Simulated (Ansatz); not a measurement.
Ansatz (a program for electronic structure) input (B3LYP/6-31G*):

Ansatz 0.2 input:
```yaml
crystal:
  periodic: [false, false, false]
  atoms:
    - {symbol: C, position_ang: [-1.10132476, -0.08884019, -0.01744388]}
    - {symbol: Si, position_ang: [0.61545723, -0.03983617, 0.00853305]}
    - {symbol: H, position_ang: [-1.68404567, 0.83236212, -0.01352540]}
    - {symbol: H, position_ang: [-1.67587905, -1.00963560, -0.03841919]}
    - {symbol: H, position_ang: [1.35147207, 1.26802105, 0.03714513]}
basis:
  gaussian:
    orbitals: 6-31G*
hamiltonian:
  xc: {name: B3LYP}
magnetization: {spin_polarized: true, initial_magnetization: 1}
phonons: {temperatures: {t_min: 298.15, t_max: 298.15, t_step: 100}}
```

Output:

```
Functional definition: B3LYP
integrals: 0.01 GiB planned
437 factors; integrals over basis functions are off by at most 4.3e-4 eV
mean field: 0.12 GiB planned
mean field evaluation 1: about -8952.6853 eV, gradient 3.8e1 eV
mean field evaluation 2: about -8927.2592 eV, gradient 6.4e1 eV
mean field evaluation 4: about -8960.3969 eV, gradient 3.3e0 eV
mean field evaluation 8: about -8960.4871 eV, gradient 8.7e-2 eV
mean field evaluation 16: about -8960.4879 eV, gradient 3.1e-4 eV
mean field -8960.48792806 eV, -329.2918577193 hartree, gradient 2.3e-5 eV, S^2 0.765920; 3 other end points of the search recorded, 0 dependent functions left out
the calculation of the forces begins
reference -8960.48810395 eV, -329.2918641833 hartree; 12, 11 occupied and 28, 29 virtual orbitals, 437 factors
these checks for a lower state are left out or cut short: stability, starts, cluster_reference, orbital_swaps, neighbouring_geometries, increment
integrals: 0.01 GiB planned
437 factors; integrals over basis functions are off by at most 4.3e-4 eV
mean field: 0.12 GiB planned
mean field evaluation 32: about -8960.4878 eV, gradient 5.4e-5 eV
mean field -8960.48775831 eV, -329.2918514812 hartree, gradient 1.6e-6 eV, S^2 0.765699; 0 other end points of the search recorded, 0 dependent functions left out
the calculation of the forces begins
reference -8960.48793419 eV, -329.2918579448 hartree; 12, 11 occupied and 28, 29 virtual orbitals, 437 factors
these checks for a lower state are left out or cut short: stability, starts, cluster_reference, orbital_swaps, neighbouring_geometries, increment
integrals: 0.01 GiB planned
437 factors; integrals over basis functions are off by at most 4.2e-4 eV
mean field: 0.12 GiB planned
mean field -8960.48775487 eV, -329.2918513548 hartree, gradient 1.7e-6 eV, S^2 0.766145; 0 other end points of the search recorded, 0 dependent functions left out
the calculation of the forces begins
reference -8960.48793077 eV, -329.2918578190 hartree; 12, 11 occupied and 28, 29 virtual orbitals, 437 factors
these checks for a lower state are left out or cut short: stability, starts, cluster_reference, orbital_swaps, neighbouring_geometries, increment
integrals: 0.01 GiB planned
437 factors; integrals over basis functions are off by at most 4.3e-4 eV
mean field: 0.12 GiB planned
mean field -8960.48784043 eV, -329.2918544991 hartree, gradient 2.4e-6 eV, S^2 0.765901; 0 other end points of the search recorded, 0 dependent functions left out
the calculation of the forces begins
reference -8960.48801633 eV, -329.2918609630 hartree; 12, 11 occupied and 28, 29 virtual orbitals, 437 factors
these checks for a lower state are left out or cut short: stability, starts, cluster_reference, orbital_swaps, neighbouring_geometries, increment
integrals: 0.01 GiB planned
437 factors; integrals over basis functions are off by at most 4.2e-4 eV
mean field: 0.12 GiB planned
mean field -8960.48783680 eV, -329.2918543655 hartree, gradient 2.7e-6 eV, S^2 0.765938; 0 other end points of the search recorded, 0 dependent functions left out
the calculation of the forces begins
reference -8960.48801269 eV, -329.2918608295 hartree; 12, 11 occupied and 28, 29 virtual orbitals, 437 factors
these checks for a lower state are left out or cut short: stability, starts, cluster_reference, orbital_swaps, neighbouring_geometries, increment
integrals: 0.01 GiB planned
437 factors; integrals over basis functions are off by at most 4.3e-4 eV
mean field: 0.12 GiB planned
mean field -8960.48781278 eV, -329.2918534830 hartree, gradient 1.9e-6 eV, S^2 0.766201; 0 other end points of the search recorded, 0 dependent functions left out
the calculation of the forces begins
reference -8960.48798865 eV, -329.2918599459 hartree; 12, 11 occupied and 28, 29 virtual orbitals, 437 factors
these checks for a lower state are left out or cut short: stability, starts, cluster_reference, orbital_swaps, neighbouring_geometries, increment
integrals: 0.01 GiB planned
437 factors; integrals over basis functions are off by at most 4.3e-4 eV
mean field: 0.12 GiB planned
mean field evaluation 64: about -8960.4878 eV, gradient 6.5e-2 eV
mean field -8960.48781418 eV, -329.2918535342 hartree, gradient 2.0e-6 eV, S^2 0.765645; 0 other end points of the search recorded, 0 dependent functions left out
the calculation of the forces begins
reference -8960.48799009 eV, -329.2918599990 hartree; 12, 11 occupied and 28, 29 virtual orbitals, 437 factors
these checks for a lower state are left out or cut short: stability, starts, cluster_reference, orbital_swaps, neighbouring_geometries, increment
integrals: 0.01 GiB planned
437 factors; integrals over basis functions are off by at most 4.3e-4 eV
mean field: 0.12 GiB planned
[...]
integrals: 0.01 GiB planned
437 factors; integrals over basis functions are off by at most 4.3e-4 eV
mean field: 0.12 GiB planned
mean field -8960.48790065 eV, -329.2918567122 hartree, gradient 1.3e-6 eV, S^2 0.765921; 0 other end points of the search recorded, 0 dependent functions left out
the calculation of the forces begins
reference -8960.48807653 eV, -329.2918631757 hartree; 12, 11 occupied and 28, 29 virtual orbitals, 437 factors
these checks for a lower state are left out or cut short: stability, starts, cluster_reference, orbital_swaps, neighbouring_geometries, increment
integrals: 0.01 GiB planned
437 factors; integrals over basis functions are off by at most 4.2e-4 eV
mean field: 0.12 GiB planned
mean field -8960.48788530 eV, -329.2918561478 hartree, gradient 1.7e-6 eV, S^2 0.765891; 0 other end points of the search recorded, 0 dependent functions left out
the calculation of the forces begins
reference -8960.48806118 eV, -329.2918626116 hartree; 12, 11 occupied and 28, 29 virtual orbitals, 437 factors
these checks for a lower state are left out or cut short: stability, starts, cluster_reference, orbital_swaps, neighbouring_geometries, increment
integrals: 0.01 GiB planned
437 factors; integrals over basis functions are off by at most 4.3e-4 eV
mean field: 0.12 GiB planned
mean field -8960.48789349 eV, -329.2918564489 hartree, gradient 2.9e-6 eV, S^2 0.765948; 0 other end points of the search recorded, 0 dependent functions left out
the calculation of the forces begins
reference -8960.48806939 eV, -329.2918629130 hartree; 12, 11 occupied and 28, 29 virtual orbitals, 437 factors
these checks for a lower state are left out or cut short: stability, starts, cluster_reference, orbital_swaps, neighbouring_geometries, increment
integrals: 0.01 GiB planned
437 factors; integrals over basis functions are off by at most 4.2e-4 eV
mean field: 0.12 GiB planned
mean field evaluation 96: about -8960.4856 eV, gradient 5.3e-2 eV
mean field -8960.48788538 eV, -329.2918561507 hartree, gradient 2.9e-6 eV, S^2 0.765926; 0 other end points of the search recorded, 0 dependent functions left out
the calculation of the forces begins
reference -8960.48806127 eV, -329.2918626147 hartree; 12, 11 occupied and 28, 29 virtual orbitals, 437 factors
these checks for a lower state are left out or cut short: stability, starts, cluster_reference, orbital_swaps, neighbouring_geometries, increment
integrals: 0.01 GiB planned
437 factors; integrals over basis functions are off by at most 4.3e-4 eV
mean field: 0.12 GiB planned
mean field -8960.48788907 eV, -329.2918562866 hartree, gradient 1.8e-6 eV, S^2 0.765912; 0 other end points of the search recorded, 0 dependent functions left out
the calculation of the forces begins
reference -8960.48806496 eV, -329.2918627505 hartree; 12, 11 occupied and 28, 29 virtual orbitals, 437 factors
these checks for a lower state are left out or cut short: stability, starts, cluster_reference, orbital_swaps, neighbouring_geometries, increment
integrals: 0.01 GiB planned
437 factors; integrals over basis functions are off by at most 4.3e-4 eV
mean field: 0.12 GiB planned
mean field -8960.48789071 eV, -329.2918563467 hartree, gradient 2.4e-6 eV, S^2 0.765912; 0 other end points of the search recorded, 0 dependent functions left out
the calculation of the forces begins
reference -8960.48806660 eV, -329.2918628104 hartree; 12, 11 occupied and 28, 29 virtual orbitals, 437 factors
these checks for a lower state are left out or cut short: stability, starts, cluster_reference, orbital_swaps, neighbouring_geometries, increment
integrals: 0.01 GiB planned
437 factors; integrals over basis functions are off by at most 4.3e-4 eV
mean field: 0.12 GiB planned
mean field -8960.48788576 eV, -329.2918561650 hartree, gradient 2.3e-6 eV, S^2 0.765927; 0 other end points of the search recorded, 0 dependent functions left out
the calculation of the forces begins
reference -8960.48806166 eV, -329.2918626291 hartree; 12, 11 occupied and 28, 29 virtual orbitals, 437 factors
these checks for a lower state are left out or cut short: stability, starts, cluster_reference, orbital_swaps, neighbouring_geometries, increment
integrals: 0.01 GiB planned
437 factors; integrals over basis functions are off by at most 4.3e-4 eV
mean field: 0.12 GiB planned
mean field -8960.48788294 eV, -329.2918560610 hartree, gradient 1.2e-6 eV, S^2 0.765921; 0 other end points of the search recorded, 0 dependent functions left out
the calculation of the forces begins
reference -8960.48805884 eV, -329.2918625254 hartree; 12, 11 occupied and 28, 29 virtual orbitals, 437 factors
these checks for a lower state are left out or cut short: stability, starts, cluster_reference, orbital_swaps, neighbouring_geometries, increment
integrals: 0.01 GiB planned
437 factors; integrals over basis functions are off by at most 4.3e-4 eV
mean field: 0.12 GiB planned
mean field evaluation 128: about -8960.4856 eV, gradient 5.3e-2 eV
mean field -8960.48788460 eV, -329.2918561224 hartree, gradient 1.2e-6 eV, S^2 0.765919; 0 other end points of the search recorded, 0 dependent functions left out
the calculation of the forces begins
reference -8960.48806049 eV, -329.2918625859 hartree; 12, 11 occupied and 28, 29 virtual orbitals, 437 factors
these checks for a lower state are left out or cut short: stability, starts, cluster_reference, orbital_swaps, neighbouring_geometries, increment
integrals: 0.01 GiB planned
437 factors; integrals over basis functions are off by at most 4.3e-4 eV
mean field: 0.12 GiB planned
mean field -8960.48791202 eV, -329.2918571300 hartree, gradient 1.2e-6 eV, S^2 0.765900; 0 other end points of the search recorded, 0 dependent functions left out
the calculation of the forces begins
reference -8960.48808796 eV, -329.2918635956 hartree; 12, 11 occupied and 28, 29 virtual orbitals, 437 factors
these checks for a lower state are left out or cut short: stability, starts, cluster_reference, orbital_swaps, neighbouring_geometries, increment
integrals: 0.01 GiB planned
437 factors; integrals over basis functions are off by at most 4.3e-4 eV
mean field: 0.12 GiB planned
mean field -8960.48791083 eV, -329.2918570860 hartree, gradient 3.0e-6 eV, S^2 0.765939; 0 other end points of the search recorded, 0 dependent functions left out
the calculation of the forces begins
reference -8960.48808667 eV, -329.2918635483 hartree; 12, 11 occupied and 28, 29 virtual orbitals, 437 factors
these checks for a lower state are left out or cut short: stability, starts, cluster_reference, orbital_swaps, neighbouring_geometries, increment
integrals: 0.01 GiB planned
437 factors; integrals over basis functions are off by at most 4.3e-4 eV
mean field: 0.12 GiB planned
mean field -8960.48790854 eV, -329.2918570021 hartree, gradient 1.5e-6 eV, S^2 0.765932; 0 other end points of the search recorded, 0 dependent functions left out
the calculation of the forces begins
reference -8960.48808441 eV, -329.2918634652 hartree; 12, 11 occupied and 28, 29 virtual orbitals, 437 factors
these checks for a lower state are left out or cut short: stability, starts, cluster_reference, orbital_swaps, neighbouring_geometries, increment
integrals: 0.01 GiB planned
437 factors; integrals over basis functions are off by at most 4.3e-4 eV
mean field: 0.12 GiB planned
mean field -8960.48790667 eV, -329.2918569332 hartree, gradient 2.1e-6 eV, S^2 0.765907; 0 other end points of the search recorded, 0 dependent functions left out
the calculation of the forces begins
reference -8960.48808258 eV, -329.2918633979 hartree; 12, 11 occupied and 28, 29 virtual orbitals, 437 factors
Total energy: -8960.48810395 eV, -329.2918641833 hartree
Atom 0 at    -1.101325    -0.088840    -0.017444 Å, force     0.000841    -0.001034    -0.000002 eV/Å
Atom 1 at     0.615457    -0.039836     0.008533 Å, force    -0.000436     0.000054    -0.000006 eV/Å
Atom 2 at    -1.684046     0.832362    -0.013525 Å, force    -0.001636     0.001032    -0.000010 eV/Å
Atom 3 at    -1.675879    -1.009636    -0.038419 Å, force     0.000991     0.000488     0.000021 eV/Å
Atom 4 at     1.351472     1.268021     0.037145 Å, force     0.000239    -0.000541    -0.000004 eV/Å
Dipole moment:     0.053058     0.015200     0.000989 e Å
Vibrations: 184.80 521.40 759.07 845.88 956.30 1394.94 2146.86 3143.42 3249.02 cm⁻¹, zero-point energy 0.818401 eV
```

The blocks after the first are displaced geometries, from whose forces the wavenumbers follow.
